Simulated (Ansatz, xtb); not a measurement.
Isomers of C6H7NO in order of energy

4 gas-phase structures of C6H7NO, from a drawn sample of its isomers (lower ones may exist). Each was relaxed with GFN2-xTB; where two conformers were screened, the lower at r2SCAN-D4/def2-SVP//GFN2-xTB is listed:

A. `C=Cc1c[nH]cc1O`, a singlet
B. `C=Cn1ccc(O)c1`, a singlet
C. `C=Cc1[nH]ccc1O`, a singlet
D. `C=Cc1ccn(O)c1`, a singlet

Problem. Which do you expect lowest at r2SCAN-D4/def2-SVP//GFN2-xTB, and how would the others follow?

Solution. Calculated order at r2SCAN-D4/def2-SVP//GFN2-xTB: C (0.0), A (2.6), B (7.6), D (40.6) kcal/mol.

Energies above the lowest of each column, in kcal/mol; the last columns are at r2SCAN-D4/def2-SVP geometries and were run for some of them only (a dash: not run or not comparable):

```
structure  GFN2-xTB  HF/STO-3G  r2SCAN-D4/def2-SVP//GFN2-xTB  r2SCAN-D4/def2-SVP  CCSD(T)/def2-SVP + ΔMP2/def2-TZVPP
        C       2.3        0.0                           0.0                 0.0                                 0.0
        A       5.1        2.6                           2.6                 2.3                                 1.2
        B       0.0        2.5                           7.6                 7.4                                 5.9
        D      34.3       24.1                          40.6                   –                                   –
```

CCSD(T)/def2-SVP + ΔMP2/def2-TZVPP puts C lowest of those it was run on; GFN2-xTB picks B. Some further structures that were screened fall inside this span and aren't listed. Flexible structures stand in one conformer each, not always the lowest. Frequencies (GFN2-xTB) were run for A, B, C alone. ΔMP2 is the change of the MP2 energy from the smaller to the larger basis.

Over these structures GFN2-xTB departs from r2SCAN-D4/def2-SVP//GFN2-xTB by 4.7 kcal/mol on average once a common shift is removed. A GFN2-xTB relaxation took about 0.23 s and the r2SCAN-D4/def2-SVP//GFN2-xTB energy about 6 s on a shared host (Ansatz 0.2.0, xtb 6.7.1).
